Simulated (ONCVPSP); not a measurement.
**Transferability test, ONCV potential for nitrogen**

```json
{
 "Element": "N",
 "Generator": "ONCVPSP 4.0.1",
 "Type": "optimised norm-conserving Vanderbilt (ONCV)",
 "Functional": "PBE",
 "Relativity": "scalar-relativistic",
 "Frozen core": "[He]",
 "Valence charge": "5",
 "Reference configuration": "2s2 2p3",
 "Partial waves": "2s: rc 0.95 bohr, ncon 4, nbas 7, qcut 6.1 1/bohr, 1 projector; 2p: rc 1.20 bohr, ncon 4, nbas 7, qcut 7.6 1/bohr, 3 projectors, debl 1.4 Ha; d scattering state at 0.22 Ha: rc 1.20 bohr, ncon 4, nbas 7, qcut 8.3 1/bohr, 3 projectors, debl 1.7 Ha",
 "Local potential": "polynomial inside 0.85 bohr (lpopt 5, dvloc0 2 Ha)",
 "Core correction": "Teter function, fcfact 4.75, rcfact 1.5"
}
```

Energies are relative to the spin-unpolarised reference configuration 2s2 2p3; without spin polarisation the order of configurations can differ from experiment.

(1) Give the all-electron excitation energy and the error of the potential for: 2s2 2p2; 2s2 2p1; 2s2 2p0; 2s1 2p3.

Answers

(1)

| valence configuration | charge | ΔE all-electron (eV) | error AE − PS (meV) |
| --- | --- | --- | --- |
| 2s2 2p2 | +1 | 13.591 | +10 |
| 2s2 2p1 | +2 | 42.445 | +101 |
| 2s2 2p0 | +3 | 89.527 | +457 |
| 2s1 2p3 | +1 | 25.372 | +1.4 |
